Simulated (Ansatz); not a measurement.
`C=C(N)[O][GeH3]` and `C=C(N)CI` differ in one atom or group.

Ansatz, PBE0-D4/def2-TZVP geometries, multiplicity 1. Each molecule was computed in one conformer, which needn't be the lowest.

Elements past krypton have def2 core potentials. Scalar relativity is left out up to krypton. Spin–orbit coupling is left out; it splits and shifts lone-pair levels of the heavy atoms by tenths of an eV.

```tsv
property	`C=C(N)[O][GeH3]`
LUMO energy (PBE/def2-TZVPP) / eV	-0.67
HOMO–LUMO gap (ωB97M-V/def2-TZVPP) / eV	10.20
HOMO energy (B3LYP/def2-TZVPP) / eV	-5.86
HOMO–LUMO gap (PBE/def2-TZVPP) / eV	4.26
size of the dipole moment (B3LYP/def2-TZVPP) / D	2.03
LUMO energy (B3LYP/def2-TZVPP) / eV	-0.05
```

Give the same properties after the change, and the shifts. (An estimate is asked.)

Ansatz gave: 
```json
{"property": "LUMO energy (PBE/def2-TZVPP) / eV", "`C=C(N)CI`": "-2.06", "shift": "-1.39"}
{"property": "HOMO–LUMO gap (ωB97M-V/def2-TZVPP) / eV", "`C=C(N)CI`": "9.27", "shift": "-0.93"}
{"property": "HOMO energy (B3LYP/def2-TZVPP) / eV", "`C=C(N)CI`": "-6.16", "shift": "-0.30"}
{"property": "HOMO–LUMO gap (PBE/def2-TZVPP) / eV", "`C=C(N)CI`": "3.19", "shift": "-1.07"}
{"property": "size of the dipole moment (B3LYP/def2-TZVPP) / D", "`C=C(N)CI`": "1.09", "shift": "-0.94"}
{"property": "LUMO energy (B3LYP/def2-TZVPP) / eV", "`C=C(N)CI`": "-1.42", "shift": "-1.37"}
```

With PBE0 the HOMO falls by 0.31 eV and the LUMO falls by 1.41 eV, so the gap narrows by about 1.10 eV. PBE moves the HOMO by -0.32 eV and ωB97M-V by -0.26 eV. Dipoles are sizes alone; their direction can turn.

B3LYP here is the variant with VWN-RPA as its local correlation; programs differ in this.
